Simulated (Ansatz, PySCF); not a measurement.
Donor–acceptor adduct: AlH3 (SMILES [AlH3]) (first 4 atoms) with AsH3 (SMILES [AsH3]); geometry from B3LYP-D3(BJ)/def2-TZVP.
(charge 0, multiplicity 1):
```xyz
8

Al     0.2822     0.6255     0.5610
H     -0.5405    -0.2926    -0.4415
H     -0.2475     2.0913     0.8698
H      1.8116     0.2894     0.8303
As    -0.6518    -0.4896     2.7987
H     -0.1867     0.0103     4.1465
H     -0.4327    -1.9611     3.0628
H     -2.1331    -0.4681     3.0957
```

Monomers are frozen at their geometry in the pair; levels with a basis set take the counterpoise correction.

Correlated levels freeze the cores. Filled d and f shells under p-block atoms count as core. Rows in 6-31G* carry no dispersion term and start afresh at each structure (6-31G* with six Cartesian d functions); the Pople sets are all-electron and without relativity.

Run with Ansatz (Gaussian basis) for Hartree–Fock, density functionals and correlated methods; PySCF for 6-31G* rows, M06-2X, the dispersion terms. 

| level | interaction energy (meV) |
|---|---|
| HF/def2-TZVPPD | -455.1 |
| SVWN5/def2-TZVPPD | -924.5 |
| PBE/def2-TZVPPD | -688.2 |
| B97M-V/def2-TZVPPD | -687.3 |
| B3LYP/6-31G* | [?] |
| BHLYP-D3(BJ)/def2-TZVPPD | -685.8 |
| M06-2X/def2-TZVPPD | -688.6 |
| wB97X-V/def2-TZVPPD | -698.5 |
| CCSD/def2-SVPD | [?] |

Problem. What belongs in the gaps?

Solution. 
- B3LYP/6-31G*, interaction energy (meV): -546.5
- CCSD/def2-SVPD, interaction energy (meV): -526.4

Ansatz is a program for electronic structure.
